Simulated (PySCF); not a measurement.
CH3BrMg, SMILES [CH3][Mg][Br]. Atoms are numbered in the order given.

```xyz
6

Mg     0.0000     0.0000     1.1124
Br     0.0000     0.0000    -1.2332
C      0.0000     0.0000     3.1799
H     -0.8821    -0.5093     3.5783
H      0.0000     1.0186     3.5783
H      0.8821    -0.5093     3.5783
```
Charge 0, spin multiplicity 1.

The structure is a stationary point at PBE0-D3(BJ)/def2-TZVP.

Method: PBE0-D3(BJ)/def2-TZVP run with PySCF.

Frequencies are harmonic and unscaled.

Modes within 1.5 cm⁻¹ of each other (mostly degenerate sets) share a row, with their intensities summed.

```json
[
 {"mode": "1–2", "ν (cm⁻¹)": "100", "IR (km/mol)": "51.1", "moving atoms (share of kinetic energy)": "Mg 63 %, C 16 %, H 16 %"},
 {"mode": "3", "ν (cm⁻¹)": "299", "IR (km/mol)": "14.8", "moving atoms (share of kinetic energy)": "C 37 %, Br 31 %, Mg 23 %, H 9 %"},
 {"mode": "4–5", "ν (cm⁻¹)": "582", "IR (km/mol)": "146.9", "moving atoms (share of kinetic energy)": "H 81 %, C 15 %"},
 {"mode": "6", "ν (cm⁻¹)": "608", "IR (km/mol)": "78.7", "moving atoms (share of kinetic energy)": "Mg 56 %, C 33 %, H 9 %"},
 {"mode": "7", "ν (cm⁻¹)": "1149", "IR (km/mol)": "0.0", "moving atoms (share of kinetic energy)": "H 82 %, C 18 %"},
 {"mode": "8–9", "ν (cm⁻¹)": "1441", "IR (km/mol)": "0.1", "moving atoms (share of kinetic energy)": "H 95 %"},
 {"mode": "10", "ν (cm⁻¹)": "3037", "IR (km/mol)": "18.1", "moving atoms (share of kinetic energy)": "H 97 %"},
 {"mode": "11–12", "ν (cm⁻¹)": "3122", "IR (km/mol)": "19.5", "moving atoms (share of kinetic energy)": "H 91 %, C 9 %"}
]
```
